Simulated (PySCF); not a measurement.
**Radiative rates from a computed spectrum**

Compound: C5H14SSi.
Numbering: `[CH3:1][CH2:2][C@H:3]([CH3:4])[S:5][SiH2:6][CH3:7]` (hydrogens: H8, H9, H10 on C1; H11, H12 on C2; H13 on C3; H14, H15, H16 on C4; H17, H18 on Si6; H19, H20, H21 on C7)

Theory: PySCF, TDDFT B3LYP/def2-SVPD, vertical, gas phase, core orbitals frozen in the response. One conformer (not necessarily the lowest) at the PBE0-D3(BJ)/def2-SVP geometry, without solvent, vibrations or thermal averaging. Torsions of this conformer, `[CH3:1][CH2:2][C@H:3]([CH3:4])[S:5][SiH2:6][CH3:7]`: C1–C2–C3–C4 -172°, C2–C3–S5–Si6 -144°, C3–S5–Si6–C7 -179°.

Computed singlets with f of 0.002 or more:

| state | λ (nm) | f |
| --- | --- | --- |
| S2 | 209.2 | 0.022 |
| S3 | 196.0 | 0.0085 |
| S4 | 191.4 | 0.0026 |
| S5 | 186.0 | 0.018 |
| S6 | 183.9 | 0.0035 |
| S7 | 176.1 | 0.0034 |
| S8 | 175.0 | 0.031 |
| S9 | 172.7 | 0.0092 |
| S10 | 166.1 | 0.048 |

Turn these into Einstein A coefficients, radiative lifetimes, transition dipoles and integrated cross-sections.

Relations used (vacuum, state to state): A = 0.6670 f ν̃² s⁻¹ (ν̃ in cm⁻¹); τ = 1/A; f = (2/3) ΔE |μ|² in atomic units; ∫σ dE = 109.76 f Mb·eV.

```json
{"state": "S2", "A (s⁻¹)": "3.3×10⁷", "τ": "30 ns", "|μ| (D)": "0.98", "∫σ dE (Mb·eV)": "2.4"}
{"state": "S3", "A (s⁻¹)": "1.5×10⁷", "τ": "68 ns", "|μ| (D)": "0.60", "∫σ dE (Mb·eV)": "0.93"}
{"state": "S4", "A (s⁻¹)": "4.7×10⁶", "τ": "210 ns", "|μ| (D)": "0.32", "∫σ dE (Mb·eV)": "0.28"}
{"state": "S5", "A (s⁻¹)": "3.5×10⁷", "τ": "28 ns", "|μ| (D)": "0.85", "∫σ dE (Mb·eV)": "2"}
{"state": "S6", "A (s⁻¹)": "7.0×10⁶", "τ": "140 ns", "|μ| (D)": "0.37", "∫σ dE (Mb·eV)": "0.39"}
{"state": "S7", "A (s⁻¹)": "7.3×10⁶", "τ": "140 ns", "|μ| (D)": "0.36", "∫σ dE (Mb·eV)": "0.37"}
{"state": "S8", "A (s⁻¹)": "6.8×10⁷", "τ": "15 ns", "|μ| (D)": "1.08", "∫σ dE (Mb·eV)": "3.4"}
{"state": "S9", "A (s⁻¹)": "2.1×10⁷", "τ": "48 ns", "|μ| (D)": "0.58", "∫σ dE (Mb·eV)": "1"}
{"state": "S10", "A (s⁻¹)": "1.2×10⁸", "τ": "8.6 ns", "|μ| (D)": "1.30", "∫σ dE (Mb·eV)": "5.3"}
```

Leading configurations: S2 H→L+1 (94%); S3 H→L+2 (97%); S4 H→L+4 (73%); S5 H→L+3 (70%); S6 H→L+5 (74%); S7 H→L+6 (74%); S8 H-1→L (70%); S9 H→L+7 (81%); S10 H→L+8 (82%) (H = HOMO, L = LUMO).

These lifetimes count emission to the ground state at the vertical energy alone; relaxation of the geometry and all other decay channels are left out.

By what factor does the largest A in the list exceed the smallest?

S10 has 25 times the rate of S4.

What is the integrated cross-section of all computed states together?

Σf = 0.148 over S1 to S10, so 109.76 × Σf ≈ 16.3 Mb·eV.

How much energy does a mole of photons resonant with S10 carry?

7.465 eV × 96.485 = 720 kJ/mol (172 kcal/mol).

The vertical ionisation energy (ΔSCF) is 8.60 eV, 1.13 eV above S10.
